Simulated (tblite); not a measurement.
Species: C8H10O.
SMILES with atom numbers: `[CH2:1]=[C:2]=[C:3]([CH:4]=[O:5])[C@@H:6]([CH3:7])[CH:8]=[CH2:9]` (hydrogens: H10, H11 on C1; H12 on C4; H13 on C6; H14, H15, H16 on C7; H17 on C8; H18, H19 on C9)

Computed geometry: GFN2-xTB, gas phase.

Problem. Give the optimised bond lengths and angles.

Solution. 
```csv
bond,length (pm)
C1=C2,129.0
C2=C3,131.1
C3–C4,146.6
C4=O5,120.5
C3–C6,151.7
C6–C7,153.3
C6–C8,149.9
C8=C9,131.9
"C1–H10, C1–H11",107.9
C4–H12,110.7
C6–H13,109.4
"C7–H14, C7–H15, C7–H16",108.8
C8–H17,108.3
C9–H18,107.7
C9–H19,107.8
```

Bonds in one row agree within 1 pm and their mean is given. A selection of angles:
```csv
angle,degrees
C2–C1–H10,121.7
H10–C1–H11,116.2
C1–C2–C3,179.2
C2–C3–C4,119.3
C2–C3–C6,123.3
C4–C3–C6,117.4
C3–C4–O5,125.0
C3–C4–H12,113.6
O5–C4–H12,121.4
C3–C6–C7,109.5
C3–C6–C8,110.6
C3–C6–H13,107.0
C7–C6–C8,110.7
C7–C6–H13,109.0
C8–C6–H13,109.9
C6–C7–H14,110.0
H14–C7–H15,108.7
C6–C8–C9,124.2
C6–C8–H17,115.1
C9–C8–H17,120.7
C8–C9–H18,122.1
C8–C9–H19,121.7
H18–C9–H19,116.3
```

Torsions: C2–C3–C4–O5 -179° (antiperiplanar); C2–C3–C6–C7 -77° (synclinal); C3–C6–C8–C9 116° (anticlinal).

The 7 C–C bonds span 1.290 Å (C1=C2, drawn double) to 1.533 Å (C6–C7, drawn single), a spread of 0.243 Å. Of the pairs four or more bonds apart, O5···H13 is among the closest relative to their van der Waals radii: 2.40 Å, 88 % of the sum of Bondi's values.

Point group: C1 (no symmetry element, even within 0.4 Å). Its lowest GFN2-xTB frequency is 6i cm⁻¹, too small to tell a flat minimum from a shallow saddle. The numbers are those of one conformer. 3 starts were optimised and ended at 0.00, 1.50 and 1.88 kcal/mol (GFN2-xTB); the lowest of these is shown.

Time: 0.54 s wall. Hardware: one thread of an Intel Xeon at 2.70 GHz, shared host. This is the geometry optimisation.
